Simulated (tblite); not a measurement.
C5H4N (SMILES [c-]1ccccn1), charge -1, singlet, geometry from GFN2-xTB; GFN1-xTB (tblite).

The tblite input:
```
$ tblite run mol.xyz --method gfn1 --charge -1 --spin 0 --spin-polarized --json tblite.json --no-restart

# file mol.xyz
10

N     -0.01009119     0.04340499     1.42304124
C      0.01052094     0.03727816    -1.34847513
C      0.00951876     1.27111639     0.80655258
C     -0.01866129    -1.07909310     0.73279808
C     -0.00939255    -1.16524898    -0.65007356
C      0.01944991     1.20982281    -0.62434536
H      0.01863103     0.03103198    -2.44524323
H     -0.03443770    -2.00843931     1.32435294
H     -0.01732835    -2.12753783    -1.16290677
H      0.03515870     2.15785862    -1.17623123
```

What the program printed (banner, timings and long lists left out):

```
xTB calculator
 | screened Coulomb repulsion
 | Coulomb electrostatics
 |  * isotropic Klopman-Ohno-Mataga-Nishimoto electrostatics
 |  * onsite third-order electrostatics
 | DFT-D3(BJ) dispersion correction
 | Interactions (1)
 | [1] spin polarization

halogen bonding energy    0.0000000000000E+00 Eh
repulsion energy          2.3283620772240E-01 Eh
dispersion energy        -3.8033178111207E-03 Eh
interaction energy        0.0000000000000E+00 Eh
number of electrons       3.0000000000000E+01 e
integral cutoff           1.9731147476801E+01 bohr

------------------------------------------------------------
  cycle        total energy    energy error   density error
------------------------------------------------------------
      1     -15.84130560919  -1.6070338E+01   5.0831517E-01
      2     -16.00295635115  -1.6165074E-01   3.0608088E-01
      3     -16.00268157948   2.7477167E-04   1.1935086E-01
      4     -16.01662566503  -1.3944086E-02   6.8335800E-03
      5     -16.01674232316  -1.1665813E-04   8.7113283E-04
      6     -16.01674429667  -1.9735108E-06   2.7414836E-04
      7     -16.01674446674  -1.7007199E-07   8.2468784E-05
      8     -16.01674447795  -1.1209458E-08   1.8426565E-05
------------------------------------------------------------

electronic energy        -1.6245777367864E+01 Eh
total energy             -1.6016744477953E+01 Eh

Post processing:
 | Mayer-Wiberg bond orders

[Info] JSON dump of results written to 'tblite.json'
```
